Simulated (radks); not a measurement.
The numbers below are computed, except where a source is named.
Charge is removed step by step from the 1s down level of neutral lithium, starting from 1s(up 1, down 1) 2s1. Code: a radial shooting solver on a logarithmic mesh with Libxc functionals. Model: scalar-relativistic Kohn-Sham, LDA (Slater exchange, Perdew-Wang correlation), spin-polarised, spherical densities, point nucleus; open shells are filled with parallel spins first.

| removed (e) | E - E(0) (eV) | eigenvalue (eV) |
|---|---|---|
| 0 | 0.000 | -50.804 |
| 0.125 | 6.556 | -54.096 |
| 0.25 | 13.525 | -57.412 |
| 0.375 | 20.908 | -60.715 |
| 0.5 | 28.701 | -63.953 |
| 0.625 | 36.891 | -67.052 |
| 0.75 | 45.453 | -69.883 |
| 0.875 | 54.339 | -72.145 |

The mean slope of the eigenvalue, de/dn, is 24.4 eV per electron.
